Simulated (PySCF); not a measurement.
CH7BNP.
SMILES with atom numbers: `[CH3:1][NH:2][BH:3][PH2:4]` (hydrogens: H5, H6, H7 on C1; H8 on N2; H9 on B3; H10, H11 on P4)

Computed, not measured: PBE0-D3(BJ)/def2-SVP geometry optimisation, gas phase (PySCF).

(1) What internal coordinates does the optimisation give?

Results:

(1) 
```json
{"bond": "C1–N2", "length (pm)": "144.3", "order": "single"}
{"bond": "N2–B3", "length (pm)": "139.0", "order": "single"}
{"bond": "B3–P4", "length (pm)": "192.6", "order": "single"}
{"bond": "C1–H5, C1–H6, C1–H7", "length (pm)": "110.2", "order": "single"}
{"bond": "N2–H8", "length (pm)": "101.5", "order": "single"}
{"bond": "B3–H9", "length (pm)": "121.2", "order": "single"}
{"bond": "P4–H10, P4–H11", "length (pm)": "142.7", "order": "single"}
```

Bonds in one row agree within 1 pm and their mean is given. Orders are formal, as drawn. A selection of angles:
```json
{"angle": "N2–C1–H5", "degrees": "111.9"}
{"angle": "N2–C1–H6", "degrees": "109.4"}
{"angle": "H5–C1–H6", "degrees": "108.0"}
{"angle": "C1–N2–B3", "degrees": "126.8"}
{"angle": "C1–N2–H8", "degrees": "113.7"}
{"angle": "B3–N2–H8", "degrees": "119.4"}
{"angle": "N2–B3–P4", "degrees": "122.8"}
{"angle": "N2–B3–H9", "degrees": "118.6"}
{"angle": "P4–B3–H9", "degrees": "118.4"}
{"angle": "B3–P4–H10", "degrees": "96.8"}
{"angle": "B3–P4–H11", "degrees": "99.2"}
{"angle": "H10–P4–H11", "degrees": "95.4"}
```

Torsions: C1–N2–B3–P4 174° (antiperiplanar). The mirror-image conformer, all signs reversed, is as good.

Of the pairs four or more bonds apart, H6···H9 is among the closest relative to their van der Waals radii: 2.44 Å, 102 % of the sum of Bondi's values. N2 (boron-bound nitrogen) is planar (angles 126.8°, 119.4° and 113.7°, sum 360.0°, 0.00 Å off the plane of its three neighbours). B3 (three-coordinate boron) is planar (angles 122.8°, 118.6° and 118.4°, sum 359.8°, 0.04 Å off the plane of its three neighbours). P4 (three-coordinate phosphorus) is pyramidal (angles 99.2°, 96.8° and 95.4°, sum 291.4°, 0.78 Å off the plane of its three neighbours).

Stationary, but not proved a minimum. One conformer, not necessarily the lowest (C1–N2–B3–P4 174°, N2–B3–P4–H 133° and 36°).
